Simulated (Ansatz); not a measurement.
Pulling on the Si1–Cl2 bond in ClH3Si (SMILES [SiH3]Cl) (multiplicity 1 held, fragments rigid). Energies count from the point at 2.066 Å.
Geometry at that point (charge 0, multiplicity 1):
```tsv
atom	x (Å)	y (Å)	z (Å)
Si	-0.9909	-0.0342	-0.0269
Cl	1.0734	0.0371	0.0291
H	-1.3975	-1.0115	-1.0553
H	-1.4964	1.3105	-0.3652
H	-1.4809	-0.4500	1.3017
```

R- and RO- levels are restricted; in cc, def2 and unpolarised 6-31G sets they are followed outwards from rest. Unrestricted levels (U-) break spin symmetry where that is lower. Active spaces are followed from a long bond inwards. Curves can end on different states.

Correlated levels freeze the cores.

Codes used: Ansatz (Gaussian orbitals). Values without a source in brackets are computed.

Energies in kcal/mol.

```csv
R (Å),U-MP2/cc-pV(D+d)Z,R-CCSDT/cc-pV(D+d)Z,"SC-NEVPT2 on CASSCF(6,4)/cc-pV(D+d)Z","FIC-MRCISD on CASSCF(6,4)/cc-pV(D+d)Z","FIC-MRCISD+Q on CASSCF(6,4)/cc-pV(D+d)Z"
1.653,73.4,74.7,73.7,74.3,74.6
1.860,12.9,13.6,12.9,13.5,13.6
2.066,0.0,0.0,0.0,0.0,0.0
2.273,7.0,6.3,6.6,6.3,6.2
2.480,21.6,20.1,17.0,19.9,20.0
2.790,46.4,43.3,40.5,42.9,43.0
3.099,76.5,63.7,61.3,63.1,63.2
3.616,97.3,86.8,85.3,85.6,85.9
4.133,102.2,97.1,95.7,95.1,95.5
4.753,103.5,100.2,100.0,97.9,98.4
5.579,103.8,100.6,100.6,98.5,99.0
6.612,103.8,100.6,101.6,98.6,99.1
```

Doubts at one or more of the structures used: a spin-contaminated determinant (U-MP2/cc-pV(D+d)Z); a restricted determinant that unrestricted orbitals would lower (R-CCSDT/cc-pV(D+d)Z); T1 above 0.05 (R-CCSDT/cc-pV(D+d)Z); other coupled-cluster roots lie near (R-CCSDT/cc-pV(D+d)Z); active orbitals that take no part (SC-NEVPT2 on CASSCF(6,4)/cc-pV(D+d)Z, FIC-MRCISD on CASSCF(6,4)/cc-pV(D+d)Z, FIC-MRCISD+Q on CASSCF(6,4)/cc-pV(D+d)Z).

Ansatz is a program for electronic structure.
